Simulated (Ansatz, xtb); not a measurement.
Relative energy of two isomers of BrFH4NOSi+

Structure X is `N[Si@]([OH2+])(F)Br`, a singlet and structure Y is `[NH3+][Si@](O)(F)Br`, a singlet. Both are isolated ions in the gas phase, relaxed with B3LYP-D3(BJ)/def2-SVP; the shapes shown needn't be the lowest conformers.

X (Å):

```yaml
atoms:
  - { symbol: Br, position_ang: [-3.3861, -0.1407, -0.5185] }
  - { symbol: F, position_ang: [-1.6257, -1.1559, -2.9591] }
  - { symbol: N, position_ang: [-1.0851, 1.4677, -2.1741] }
  - { symbol: O, position_ang: [-0.2767, -0.8574, -0.8799] }
  - { symbol: Si, position_ang: [-1.6703, -0.0463, -1.8131] }
  - { symbol: H, position_ang: [-0.1194, -1.8222, -0.8924] }
  - { symbol: H, position_ang: [0.2315, -0.4184, -0.1718] }
  - { symbol: H, position_ang: [-1.5650, 2.3142, -1.8758] }
  - { symbol: H, position_ang: [-0.3946, 1.6389, -2.9037] }
```

Y (Å):

| atom | x (Å) | y (Å) | z (Å) |
| --- | --- | --- | --- |
| Br | -0.1623 | -0.5645 | 0.6814 |
| F | -0.0708 | -1.3714 | -2.3514 |
| N | -2.2620 | 0.0248 | -1.7564 |
| O | 0.0381 | 1.3077 | -1.9953 |
| Si | -0.4117 | -0.1255 | -1.4147 |
| H | -2.7055 | -0.8947 | -1.9000 |
| H | -2.7735 | 0.4976 | -0.9973 |
| H | -2.4142 | 0.5785 | -2.6143 |
| H | 0.9155 | 1.7104 | -1.9218 |

Quicker runs give these differences E(Y) − E(X): GFN2-xTB −0.938 eV; HF/STO-3G −0.376 eV (at GFN2-xTB geometries); r2SCAN-D4/def2-SVP −1.023 eV (at GFN2-xTB geometries).

Question: Estimate E(Y) − E(X) at the level CCSD(T)/def2-SVP + ΔMP2/def2-TZVPP.

Answer: Calculated at CCSD(T)/def2-SVP + ΔMP2/def2-TZVPP: E(Y) − E(X) = −1.073 eV, so structure Y lies lower.

The same difference at several levels:

```csv
level,geometry,E(Y) − E(X) (eV),departure from the last row (eV),"job, with rough time for the two"
GFN2-xTB,GFN2-xTB,−0.938,+0.135,"optimisation, 0.5 s"
HF/STO-3G,GFN2-xTB,−0.376,+0.697,"single point, 0.78 s"
r2SCAN-D4/def2-SVP,GFN2-xTB,−1.023,+0.050,"single point, 4.2 s"
B3LYP-D3(BJ)/def2-SVP,B3LYP-D3(BJ)/def2-SVP,−0.976,+0.097,"optimisation, 2.9 min"
HF/def2-SVP,B3LYP-D3(BJ)/def2-SVP,−0.967,+0.106,part of the CCSD(T) run
MP2/def2-SVP,B3LYP-D3(BJ)/def2-SVP,−1.015,+0.058,part of the CCSD(T) run
CCSD(T)/def2-SVP,B3LYP-D3(BJ)/def2-SVP,−1.016,+0.057,single point
CCSD(T)/def2-SVP + ΔMP2/def2-TZVPP,B3LYP-D3(BJ)/def2-SVP,−1.073,,"single point, 86 s"
```

As drawn, Y has 1 N–H in place of 1 O–H.

The levels shown agree on the order. The largest departure from CCSD(T)/def2-SVP + ΔMP2/def2-TZVPP is that of HF/STO-3G, 0.697 eV. The last row adds to CCSD(T) the change of the MP2 difference between the two basis sets, here −0.057 eV.

With harmonic frequencies from B3LYP-D3(BJ)/def2-SVP (ideal gas, rigid rotor, one conformer each, 298.15 K, 1 atm): on the last row, ΔE + ΔZPE = −1.010 eV. A mode under 50 cm⁻¹ makes harmonic enthalpies and free energies unreliable, so none is given.

The correlated steps freeze 17 core orbitals; the filled d shell of Br is correlated, in a basis made for valence electrons. Programs: Ansatz 0.2.0, xtb 6.7.1; the last row on 2 threads of Intel(R) Xeon(R) Platinum 8259CL CPU @ 2.50GHz (Skylake/Cascade Lake) on a shared host.
